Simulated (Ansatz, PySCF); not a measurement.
CH4S, charge -1, doublet, at the geometry of the source list (a state made from the parent by changing its charge; the spin is typed, not shown lowest) (in this run its highest filled SCF level lies above zero, so its values depend strongly on the basis, on diffuse functions most of all). Base run: CCSD(T)/def2-SVP in PySCF.

PySCF was given this input:
```python
from pyscf import gto, scf, cc

mol = gto.Mole()
mol.atom = '''
    C    -0.50390000   -0.01360000    0.01140000
    S     1.12520000    0.78930000   -0.10180000
    H    -0.59580000   -0.52580000    0.96380000
    H    -1.23950000    0.78140000   -0.05410000
    H    -0.63110000   -0.70500000   -0.81550000
    H     1.84520000   -0.32630000   -0.00380000
'''
mol.basis = 'def2-svp'
mol.charge = -1
mol.spin = 1
mol.verbose = 4
mol.build()

mf = scf.UHF(mol)
mf.kernel()

mycc = cc.CCSD(mf)
mycc.kernel()
et = mycc.ccsd_t()
print('E(CCSD(T)) = %.10f' % (mycc.e_tot + et))
```

The same geometry, method and basis name were run in Ansatz (an electronic-structure program) and PySCF, at each program's defaults and at the settings that a row names. The base is PySCF at its defaults. Differences at the defaults can come from grids, fitting, cores and function types together.

```json
[
 {"code and settings": "PySCF, defaults (exact integrals, spherical functions, all electrons correlated)", "ΔE vs base (mEh)": "0.000", "basis functions": "52", "E (Eh)": "-437.76951", "SCF cycles": "17"},
 {"code and settings": "Ansatz, defaults (factorised integrals, spherical functions, frozen core)", "ΔE vs base (mEh)": "11.731", "basis functions": "52", "E (Eh)": "-437.75777", "SCF cycles": "-"},
 {"code and settings": "PySCF, frozen core", "ΔE vs base (mEh)": "11.730", "basis functions": "52", "E (Eh)": "-437.75778", "SCF cycles": "17"},
 {"code and settings": "Ansatz, high accuracy, frozen core", "ΔE vs base (mEh)": "11.730", "basis functions": "52", "E (Eh)": "-437.75778", "SCF cycles": "-"}
]
```

Open shells are given as the SCF converged; they aren't shown to be the lowest states, and a large step between rows can be another state.
